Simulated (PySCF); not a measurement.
B(Br)2(Me) (CH3BBr2), SMILES BrB(C)Br. Atoms are numbered in the order given.

```xyz
7

B      0.0231    -0.6418     0.0000
Br    -0.0006     0.3455     1.6505
Br    -0.0006     0.3455    -1.6505
C      0.0076    -2.2002     0.0000
H      0.4683    -2.6296    -0.9018
H     -1.0532    -2.5182     0.0000
H      0.4683    -2.6296     0.9018
```

Geometry optimised at B3LYP-D3(BJ)/def2-SVP.

Calculation: B3LYP-D3(BJ)/def2-SVP (PySCF).

Frequencies are harmonic and unscaled.

Question: List the normal modes with their intensities. (The exact figures need the calculation; the answer reports its results.)

Answer: 
```json
[
 {"mode": "1", "ν (cm⁻¹)": "50", "IR (km/mol)": "0.2", "moving atoms (share of kinetic energy)": "H 98 %"},
 {"mode": "2", "ν (cm⁻¹)": "174", "IR (km/mol)": "0.2", "moving atoms (share of kinetic energy)": "Br 86 %"},
 {"mode": "3", "ν (cm⁻¹)": "251", "IR (km/mol)": "0.0", "moving atoms (share of kinetic energy)": "C 46 %, H 31 %, Br 22 %"},
 {"mode": "4", "ν (cm⁻¹)": "363", "IR (km/mol)": "0.1", "moving atoms (share of kinetic energy)": "B 66 %, H 28 %"},
 {"mode": "5", "ν (cm⁻¹)": "427", "IR (km/mol)": "8.6", "moving atoms (share of kinetic energy)": "C 41 %, Br 26 %, B 22 %, H 11 %"},
 {"mode": "6", "ν (cm⁻¹)": "708", "IR (km/mol)": "139.6", "moving atoms (share of kinetic energy)": "B 53 %, H 33 %"},
 {"mode": "7", "ν (cm⁻¹)": "814", "IR (km/mol)": "13.6", "moving atoms (share of kinetic energy)": "H 60 %, B 21 %, C 19 %"},
 {"mode": "8", "ν (cm⁻¹)": "983", "IR (km/mol)": "215.3", "moving atoms (share of kinetic energy)": "H 44 %, B 39 %, C 16 %"},
 {"mode": "9", "ν (cm⁻¹)": "1076", "IR (km/mol)": "98.2", "moving atoms (share of kinetic energy)": "B 63 %, H 23 %, C 13 %"},
 {"mode": "10", "ν (cm⁻¹)": "1325", "IR (km/mol)": "72.3", "moving atoms (share of kinetic energy)": "H 69 %, C 27 %"},
 {"mode": "11", "ν (cm⁻¹)": "1413", "IR (km/mol)": "0.5", "moving atoms (share of kinetic energy)": "H 97 %"},
 {"mode": "12", "ν (cm⁻¹)": "1436", "IR (km/mol)": "7.6", "moving atoms (share of kinetic energy)": "H 94 %"},
 {"mode": "13", "ν (cm⁻¹)": "3016", "IR (km/mol)": "1.0", "moving atoms (share of kinetic energy)": "H 96 %"},
 {"mode": "14", "ν (cm⁻¹)": "3097", "IR (km/mol)": "3.4", "moving atoms (share of kinetic energy)": "H 92 %"},
 {"mode": "15", "ν (cm⁻¹)": "3143", "IR (km/mol)": "3.7", "moving atoms (share of kinetic energy)": "H 90 %, C 10 %"}
]
```
